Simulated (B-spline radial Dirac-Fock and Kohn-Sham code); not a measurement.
## Two-hole binding energies of Sr⁵⁺

System: Sr⁵⁺, configuration 1s2 2s2 2p6 3s2 3p6 3d10 4s2 4p3.

Method: Dirac-Fock ΔSCF + Breit + QED. Computed with a radial atomic solver. U is the two-hole binding energy less the two single-hole energies, the effective repulsion of the holes after relaxation. Each two-hole energy is an average over J within one jj subconfiguration.

```
          holes  E(a) (eV)  E(b) (eV)  E(ab) (eV)  U (eV)
           1s⁻²    16185.8    16185.8     32947.9   576.3
   1s⁻¹ 2p3/2⁻¹    16185.8     2020.8     18359.7   153.1
   1s⁻¹ 3p3/2⁻¹    16185.8      349.6     16584.7    49.2
   1s⁻¹ 3d3/2⁻¹    16185.8      212.3     16442.1    44.0
   1s⁻¹ 3d5/2⁻¹    16185.8      210.5     16440.0    43.7
           2s⁻²     2302.0     2302.0      4701.3    97.4
   2s⁻¹ 2p3/2⁻¹     2302.0     2020.8      4411.6    88.9
   2s⁻¹ 3d3/2⁻¹     2302.0      212.3      2559.3    45.0
   2s⁻¹ 3d5/2⁻¹     2302.0      210.5      2557.3    44.8
   2p3/2⁻¹ 3s⁻¹     2020.8      439.0      2504.3    44.5
2p3/2⁻¹ 3d5/2⁻¹     2020.8      210.5      2275.6    44.3
        3d3/2⁻²      212.3      212.3       462.0    37.4
3d3/2⁻¹ 3d5/2⁻¹      212.3      210.5       460.7    37.8
        3d5/2⁻²      210.5      210.5           ?       ?
```

Question: Give the missing two-hole energy and U.

Answer: E(ab) = 458.5 eV and U = 37.4 eV.

Run: 56 s of CPU time on 1 thread of Neoverse-N1 (shared host), peak memory 0.42 GiB.
